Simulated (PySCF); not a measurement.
**Be (beryllium, neutral) across methods**

[He] 2s1 3d1, high-spin 3D determinant (an excited configuration). Computed with PySCF 2.14 in aug-cc-pCVTZ-DK with one added diffuse shell each of s, p, d, f type (8s7p5d3f, 75 functions), with scalar relativity by spin-free X2C-1e.

```tsv
method	E (hartree)	mean ε 1s β (eV)	mean ε 2s α (eV)	mean ε 3d α (eV)	Σ⟨r²⟩ (bohr²)	⟨S²⟩
LC-wPBE	-14.3680	-119.45	-14.301	-1.603	72.87	2.000
r2SCAN	-14.3926	-115.86	-10.789	-0.709	72.19	2.000
PBE0	-14.3771	-119.09	-11.627	-1.021	72.22	2.000
HSE06	-14.3810	-118.70	-11.237	-0.794	72.56	2.000
M06-L	-14.4065	-116.05	-10.561	-0.777	70.81	2.000
TPSS	-14.4092	-114.98	-10.661	-0.758	71.79	2.000
PBE	-14.3735	-113.37	-10.603	-0.829	71.52	2.000
UHF	-14.33093	-135.47	-14.320	-1.394	74.25	2.000
LDA	-14.1861	-112.05	-10.434	-0.718	70.28	2.000
```

The outer electron is Rydberg-like, and this basis confines it to a smaller radius and binds it less than a complete one would.
